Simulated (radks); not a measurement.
The numbers below are computed, except where a source is named.
Task: The table gives one normalised radial function P(r) = r R(r) of Ti12+ in [Ne] (r in bohr). Level of theory: scalar-relativistic Kohn-Sham, BLYP, spin-polarised, spherical densities, finite nucleus; Fermi nuclear charge, rms radius 3.5921 fm (a radial shooting solver on a logarithmic mesh with Libxc functionals).

r              P
0.004107   0.2353
0.004557   0.2581
0.005016   0.2808
0.005521   0.3052
0.006078   0.3313
0.006744   0.3615
0.007423   0.3913
0.008171   0.4228
0.008995   0.4561
0.009981   0.4939
0.01099    0.5303
0.01209    0.5680
0.01331    0.6067
0.01477    0.6493
0.01626    0.6886
0.0179     0.7274
0.0197     0.7650
0.02169    0.8004
0.02406    0.8350
0.02649    0.8623
0.02916    0.8837
0.03209    0.8975
0.03561    0.9019
0.0392     0.8943
0.04315    0.8733
0.0475     0.8369
0.0527     0.7779
0.05801    0.7033
0.06386    0.6078
0.07029    0.4903
0.07799    0.3376
0.08585    0.1736
0.0945    -0.0111
0.104     -0.2139
0.1154    -0.4496
0.1271    -0.6763
0.1399    -0.9049
0.154     -1.1276
0.1695    -1.3357
0.188     -1.5339
0.207     -1.6823
0.2278    -1.7891
0.2508    -1.8482
0.2783    -1.8542
0.3063    -1.8055
0.3372    -1.7077
0.3712    -1.5672
0.4118    -1.3776
0.4533    -1.1808
0.499     -0.9760
0.5493    -0.7759
0.6095    -0.5769
0.6709    -0.4184
0.7385    -0.2887
0.8129    -0.1888
0.902     -0.1116
0.9929    -0.0643
1.093     -0.0345

Which n and l does it have? It may be an empty orbital.

Result: n = 2, l = 0: the number of nodes gives n - l - 1 = 1, the rise at small r (about r^(l+1)) gives l, and the extent must fit the shell. The curve is that of 2s. 2s: eigenvalue -842.01 eV, 1 radial node at r = 0.0940 bohr, <r> = 0.320 bohr, 90 % of the charge inside 0.496 bohr.
